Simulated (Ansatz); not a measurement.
`F[SiH](S)[O][GaH2]`, charge 0, multiplicity 1.

**Question.** Give a relaxed structure at PBE0-D4/def2-TZVP (the Gaussian-basis code of Ansatz). (Estimate.)

**Answer.** The calculation gave: 
```xyz
9

F     2.030    0.918   -1.237
Si    0.520    0.447   -1.107
S     0.653   -1.496   -0.066
O    -0.360    1.294   -0.097
Ga   -0.633    0.258    1.453
H    -0.011    0.275   -2.471
H    -0.504   -1.937   -0.593
H    -2.072   -0.342    1.523
H     0.377    0.581    2.594
```
This is one stationary point; other conformers may exist.
